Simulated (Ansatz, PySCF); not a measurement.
Gas-phase reaction (SMILES): COB(Cl)OC [chloro(dimethoxy)borane] + [H][H] (H2) → COBOC [dimethoxyborane] + Cl (HCl); hydrogen cleaves one B-Cl bond, a model of a ligand-exchange step.

Structures are relaxed separately at B3LYP-D3(BJ)/def2-TZVP in Ansatz (a program for electronic structure), one conformer each, not searched for the lowest. Cores are frozen in the correlated levels unless marked. Spin-orbit coupling is left out. No relativistic terms. CBS marks a two-point X^-3 extrapolation of the correlation energy; Hartree-Fock from the larger set. The bracket is a focal-point correction in the basis named. Thermal terms are rigid-rotor harmonic-oscillator values from B3LYP-D3(BJ) frequencies (Ansatz or PySCF) at 298.15 K and 1 atm. 1 Eh = 627.5095 kcal/mol.

```csv
species,"E, RI-MP2/CBS(cc-pV(T+d)Z,cc-pV(Q+d)Z)+[CCSD(T)-MP2]/cc-pV(T+d)Z (Ansatz) (Eh)","E, wB97M-V/def2-TZVPD (Ansatz) (Eh)",H - E (Eh)
COB(Cl)OC,-714.75349,-715.44708,0.09987
[H][H] (H2),-1.17529,-1.16077,0.01336
COBOC,-255.52801,-255.79377,0.10627
Cl (HCl),-460.37804,-460.79070,0.01000
```

### Question
Work out ΔE and ΔH at 298.15 K at the first level, then ΔH at the second.

### Answer

1. ΔE = [(-255.52801) + (-460.37804)] - [(-714.75349) + (-1.17529)] = 0.02273 Eh = 14.3 kcal/mol at RI-MP2/CBS(cc-pV(T+d)Z,cc-pV(Q+d)Z)+[CCSD(T)-MP2]/cc-pV(T+d)Z.
2. The terms H - E add up to 0.00304 Eh, so ΔH = (0.02273 + (0.00304))×627.5095 = 16.2 kcal/mol.
3. At wB97M-V/def2-TZVPD the same steps give ΔE = 14.7 and ΔH = 16.6 kcal/mol, a shift of +0.4 from the first level.
4. These values are not checked against measurement here, since the tables used lack a sound gas-phase enthalpy of formation for at least one species.
